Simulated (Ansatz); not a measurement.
A run for Ansatz (an electronic-structure program): R-wB97M-V/def2-TZVPP on GaH4NO2 (SMILES [NH2][Ga]([OH])[OH]), a point of a torsion scan.

Ansatz 0.2 input:
```yaml
crystal:
  periodic: [false, false, false]
  atoms:
    - {symbol: N, position_ang: [1.62214707, 0.09321603, -0.05434743]}
    - {symbol: Ga, position_ang: [-0.20140284, -0.04745784, -0.14685060]}
    - {symbol: O, position_ang: [-1.13982785, 1.40896020, -0.33541928]}
    - {symbol: O, position_ang: [-0.91237544, -1.63876029, -0.14167673]}
    - {symbol: H, position_ang: [2.06989835, -0.67542247, 0.43433236]}
    - {symbol: H, position_ang: [1.94923783, 0.97246836, 0.33316770]}
    - {symbol: H, position_ang: [-2.08823602, 1.43745620, -0.44693303]}
    - {symbol: H, position_ang: [-1.83405650, -1.82695153, -0.30857157]}
basis:
  gaussian:
    orbitals: def2-TZVPP
hamiltonian:
  xc: {name: wB97M-V}
scf: {lower_state_search: off}
```

The log:

```
WARN ansatz: RAYON_NUM_THREADS=1 ignored (pool sized by the plan → 1); use --threads N
Functional definition: wB97M-V
these checks for a lower state are left out or cut short: stability, starts, cluster_reference, orbital_swaps, neighbouring_geometries, increment
integrals: 0.15 GiB planned
1096 factors; their error is unknown
integrals: 0.18 GiB planned
247 factors; integrals over basis functions are off by at most 5.6e-6 eV
mean field: 1.22 GiB planned
mean field evaluation 1: about -58015.9945 eV, gradient 8.4e1 eV
mean field evaluation 2: about -58013.0772 eV, gradient 9.6e1 eV
mean field evaluation 4: about -58027.3106 eV, gradient 2.8e0 eV
mean field evaluation 8: about -58027.3237 eV, gradient 5.4e-2 eV
mean field evaluation 16: about -58027.4366 eV, gradient 7.2e-5 eV
mean field -58027.43658912 eV, -2132.4689622410 hartree, gradient 6.3e-6 eV, S^2 0.000000; 0 other end points of the search recorded, 0 dependent functions left out
reference -58027.43663466 eV, -2132.4689639145 hartree; 29, 29 occupied and 168, 168 virtual orbitals, 1096 factors
Total energy: -58027.43663466 eV, -2132.4689639145 hartree
Checks for a lower state left out: stability, starts, cluster_reference, orbital_swaps, neighbouring_geometries, increment
```

The run converged.

Cost: very roughly 12 core-seconds.
